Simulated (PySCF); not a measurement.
Nb: electron affinity

Nb⁻ [Kr] 4d4 5s2 (5D) → Nb [Kr] 4d4 5s1 (6D), as a difference of total energies. All numbers are calculated (PySCF 2.14, a scalar-relativistic core potential, in aug-cc-pwCVDZ-PP with ECP28MDF). Correlated levels: valence and next inner shell: nothing frozen outside the core potential. The calculations carry no spin-orbit coupling.

| method | electron affinity (eV) | difference from reference (eV) |
| --- | --- | --- |
| UHF | -0.262 | -1.179 |
| MP2 (valence and next inner shell) | 0.309 | -0.608 |
| SCS-MP2 (valence and next inner shell) | 0.389 | -0.528 |
| CCSD (valence and next inner shell) | 0.637 | -0.280 |
| CCSD(T) (valence and next inner shell) | 0.801 | -0.116 |

Reference: 0.917 eV (measured; photodetachment measurements, as compiled on the Wikipedia data page of electron affinities).

The reference lies between the lowest fine-structure levels, while these numbers refer to the centres of the terms.

Errors of the correlated levels include the incompleteness of this basis.

A negative affinity means that the anion lies above the atom at that level of theory.

The coupled-cluster amplitudes are large for Nb⁻ (T1 above 0.03 or a double amplitude above 0.15), so a single reference is strained.
